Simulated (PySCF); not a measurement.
## Ionisation energy of Pm(49+) by level of theory

Pm(49+) [Ne] 3s2 (1S) → Pm(50+) [Ne] 3s1 (2S), as a difference of total energies. Calculation: PySCF 2.14, in an even-tempered Gaussian basis (17 s from 11 bohr⁻², ratio 2.5; 12 p from 15 bohr⁻², ratio 2.5; 4 d from 54 bohr⁻², ratio 2.7; 4 f from 81 bohr⁻², ratio 2.7); the spin-free X2C one-electron Hamiltonian (Gaussian nucleus). Correlated levels: outer shells: 1s2 frozen; virtual orbitals above 40 to 60 times the deepest correlated orbital energy dropped. The calculations carry no spin-orbit coupling.

| method | ionisation energy (eV) |
| --- | --- |
| UHF | 4373.0 |
| LDA | 4377.6 |
| PBE | 4380.7 |
| PBE0 | 4379.0 |
| r2SCAN | 4372.8 |
| BP86 | 4380.0 |
| PW91 | 4381.3 |
| MP2 (outer shells) | 4376.5 |
| SCS-MP2 (outer shells) | 4376.9 |

Question: How much does correlation contribute at MP2 (outer shells)?

Answer: 4376.5 − (4373.0) = 3.5 eV, measured against UHF.

Breit and QED terms and the two-electron picture change are absent.

For comparison: 4371 ± 4 eV (theoretical estimate listed by NIST; NIST Atomic Spectra Database, ionization energies).
